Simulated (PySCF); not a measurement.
BCl3, singlet, at a GFN2-xTB geometry, with bond 4-1 at 1.6 times its length; TPSS/def2-SVP in PySCF.

The PySCF input:
```python
from pyscf import gto, scf, dft

mol = gto.Mole()
mol.atom = '''
    B    -0.000129    0.000175   -0.010652
    Cl    0.026664    1.722908    0.028970
    Cl    1.478870   -0.884263   -0.031397
    Cl   -2.408717   -1.342020    0.015286
'''
mol.basis = 'def2-svp'
mol.charge = 0
mol.spin = 0
mol.verbose = 4
mol.build()

mf = dft.RKS(mol)
mf.xc = 'tpss'
mf.diis_space = 2
mf.kernel()
mf.analyze()
```

What the program printed (banner, timings and long lists left out):

```
PySCF version 2.14.0

[INPUT] verbose = 4
[INPUT] num. atoms = 4
[INPUT] num. electrons = 56
[INPUT] charge = 0
[INPUT] spin (= nelec alpha-beta = 2S) = 0
[INPUT] symmetry False subgroup None
[INPUT] Mole.unit = angstrom
[INPUT] Symbol           X                Y                Z      unit          X                Y                Z       unit  Magmom
[...]
nuclear repulsion = 197.877946540067
number of shells = 30
number of NR pGTOs = 132
number of NR cGTOs = 68
basis = def2-svp
ecp = {}

******** <class 'pyscf.dft.rks.RKS'> ********
method = RKS
initial guess = minao
damping factor = 0
level_shift factor = 0
DIIS = <class 'pyscf.scf.diis.CDIIS'>
diis_start_cycle = 1
diis_space = 2
diis_damp = 0
SCF conv_tol = 1e-09
SCF conv_tol_grad = None
SCF max_cycles = 50
direct_scf = True
direct_scf_tol = 1e-13
XC library pyscf.dft.libxc version 7.1.2
    S. Lehtola, C. Steigemann, M. J. T. Oliveira, and M. A. L. Marques,  SoftwareX 7, 1–5 (2018)
XC functionals = tpss
    J. Tao, J. P. Perdew, V. N. Staroverov, and G. E. Scuseria,  Phys. Rev. Lett. 91, 146401 (2003)
    J. P. Perdew, J. Tao, V. N. Staroverov, and G. E. Scuseria,  J. Chem. Phys. 120, 6898 (2004)
    J. Tao, J. P. Perdew, V. N. Staroverov, and G. E. Scuseria,  Phys. Rev. Lett. 91, 146401 (2003)
    J. P. Perdew, J. Tao, V. N. Staroverov, and G. E. Scuseria,  J. Chem. Phys. 120, 6898 (2004)
radial grids:
    Treutler-Ahlrichs [JCP 102, 346 (1995); DOI:10.1063/1.469408] (M4) radial grids

becke partition: Becke, JCP 88, 2547 (1988); DOI:10.1063/1.454033
pruning grids: <function nwchem_prune>
grids dens level: 3
symmetrized grids: False
atomic radii adjust function: <function treutler_atomic_radii_adjust>
small_rho_cutoff = 0
Set gradient conv threshold to 3.16228e-05
Initial guess from minao.
tot grids = 70688
init E= -1405.22858462569
[...]
cycle= 1 E= -1404.96007884338  delta_E= 0.269  |g|= 0.51  |ddm|= 2.14
[...]
cycle= 2 E= -1401.47266572632  delta_E= 3.49  |g|= 2.38  |ddm|= 3.82
[...]
cycle= 3 E= -1405.06684943198  delta_E= -3.59  |g|= 0.215  |ddm|= 3.47
[...]
cycle= 4 E= -1405.04362690835  delta_E= 0.0232  |g|= 0.334  |ddm|= 0.709
[...]
cycle= 5 E= -1405.0762771992  delta_E= -0.0327  |g|= 0.112  |ddm|= 0.547
[...]
cycle= 6 E= -1405.02901370995  delta_E= 0.0473  |g|= 0.366  |ddm|= 0.643
[...]
cycle= 7 E= -1405.08037702017  delta_E= -0.0514  |g|= 0.0551  |ddm|= 0.471
[...]
cycle= 8 E= -1405.07671047723  delta_E= 0.00367  |g|= 0.109  |ddm|= 0.223
[...]
[...]
[...]
cycle= 30 E= -1405.03311737161  delta_E= 0.0445  |g|= 0.333  |ddm|= 0.642
[...]
cycle= 31 E= -1405.07421413581  delta_E= -0.0411  |g|= 0.144  |ddm|= 0.603
[...]
cycle= 32 E= -1405.06609204428  delta_E= 0.00812  |g|= 0.217  |ddm|= 0.352
[...]
cycle= 33 E= -1405.0497968332  delta_E= 0.0163  |g|= 0.271  |ddm|= 0.568
[...]
cycle= 34 E= -1405.01851601402  delta_E= 0.0313  |g|= 0.406  |ddm|= 0.844
[...]
cycle= 35 E= -1405.05671253003  delta_E= -0.0382  |g|= 0.249  |ddm|= 0.52
[...]
cycle= 36 E= -1403.98172929723  delta_E= 1.07  |g|= 1.68  |ddm|= 2.27
[...]
cycle= 37 E= -1405.04407987379  delta_E= -1.06  |g|= 0.341  |ddm|= 1.93
[...]
cycle= 38 E= -1404.88682562304  delta_E= 0.157  |g|= 0.766  |ddm|= 1.32
[...]
cycle= 39 E= -1405.06852155557  delta_E= -0.182  |g|= 0.174  |ddm|=  1.1
[...]
cycle= 40 E= -1404.99847123084  delta_E= 0.0701  |g|= 0.439  |ddm|= 0.882
[...]
cycle= 41 E= -1405.07911291153  delta_E= -0.0806  |g|= 0.0737  |ddm|= 0.585
[...]
cycle= 42 E= -1405.06343165313  delta_E= 0.0157  |g|= 0.203  |ddm|= 0.435
[...]
cycle= 43 E= -1405.07945680447  delta_E= -0.016  |g|= 0.0726  |ddm|= 0.376
[...]
cycle= 44 E= -1405.07570831944  delta_E= 0.00375  |g|= 0.134  |ddm|= 0.21
[...]
cycle= 45 E= -1405.07965402352  delta_E= -0.00395  |g|= 0.0617  |ddm|= 0.154
[...]
cycle= 46 E= -1405.06446460291  delta_E= 0.0152  |g|= 0.194  |ddm|=  0.4
[...]
cycle= 47 E= -1405.08102637435  delta_E= -0.0166  |g|= 0.0317  |ddm|= 0.298
[...]
cycle= 48 E= -1405.07997911398  delta_E= 0.00105  |g|= 0.0608  |ddm|= 0.119
[...]
cycle= 49 E= -1405.08072658134  delta_E= -0.000747  |g|= 0.0385  |ddm|= 0.127
[...]
cycle= 50 E= -1405.07873245268  delta_E= 0.00199  |g|= 0.0854  |ddm|= 0.151
SCF not converged.
SCF energy = -1405.07873245268
**** SCF Summaries ****
Total Energy =                       -1405.078732452675013
Nuclear Repulsion Energy =             197.877946540067114
One-electron Energy =                -2331.968325605463178
Two-electron Energy =                  729.011646612721051
Two-electron Coulomb Energy =          817.733587273398257
DFT Exchange-Correlation Energy =      -88.721940660677262
HOMO-LUMO gap [eV] =                     1.916213136052679
**** MO energy ****
[...]
 ** Mulliken pop on meta-lowdin orthogonal AOs  **
 ** Mulliken pop  **
 ** Mulliken atomic charges  **
charge of    0B =      0.01564
charge of    1Cl =      0.11852
charge of    2Cl =      0.11851
charge of    3Cl =     -0.25267
Dipole moment(X, Y, Z, Debye):  3.40769,  1.89858, -0.02285
```

The run did not converge; its last values are not results.
